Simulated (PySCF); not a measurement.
PySCF 2.14 output of a UHF calculation on a single atom or ion in x2c-TZVPPall, with the spin-free X2C one-electron Hamiltonian (Gaussian nucleus):

```
SCF conv_tol = 1e-09
number electrons alpha = 40  beta = 34
cycle= 1 E= -16138.2571983495  delta_E= -2.36e-11  |g|= 1.86e-06  |ddm|= 2.3e-05
converged SCF energy = -16138.2571983495  <S^2> = 12.009077  2S+1 = 7.0025929
```

The run itself started from symmetry-adapted Hartree-Fock orbitals and held the occupation by maximum overlap, so the iterations belong to that start.

Problem. Which element, charge and spin multiplicity is this?

Solution. W (tungsten, neutral), multiplicity 7; the state was [Xe] 4f14 5d5 6s1, high-spin 7S determinant (an excited configuration).

Spin-orbit coupling, which splits the p, d and f shells strongly at this Z, is absent.
